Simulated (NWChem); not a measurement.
Molecule: CH$_{7}$NSi$_{2}$; SMILES [SiH2]1NC[SiH2]1

```xyz
11

C      1.3173     0.6799     0.0000
N      1.1159    -0.7676     0.0000
Si    -0.5848    -1.1508     0.0000
Si    -0.5459     1.1843     0.0000
H      1.8578     1.0520     0.8914
H      1.8578     1.0520    -0.8914
H      1.9300    -1.3722     0.0000
H     -1.0916    -1.8989    -1.1987
H     -1.0916    -1.8989     1.1987
H     -0.9903     1.9358    -1.2140
H     -0.9903     1.9358     1.2140
```
Atoms are numbered in this order, from 1.

Computed with NWChem. Structure relaxed at the PBE0/def2-SVP level. Level: M05-2X/def2-SVP with SMD (1 M gas to 1 M solution), gas-phase geometry. Reactions with the solvent are ignored.

```tsv
solvent	dielectric constant	solvation free energy (kcal/mol)	cavity-dispersion-structure term (kcal/mol)	dipole in solution (D)
water	78.4	1.7	3.6	1.23
cyclohexane	2.02	-1.1	-0.1	1.04
N,N-dimethylformamide	37.2	-1.1	___	1.23
1-propanol	20.5	-1.7	0.0	1.22
```

Q: Some entries are withheld; supply them.

A: 
- N,N-dimethylformamide, cavity-dispersion-structure term (kcal/mol): 0.7
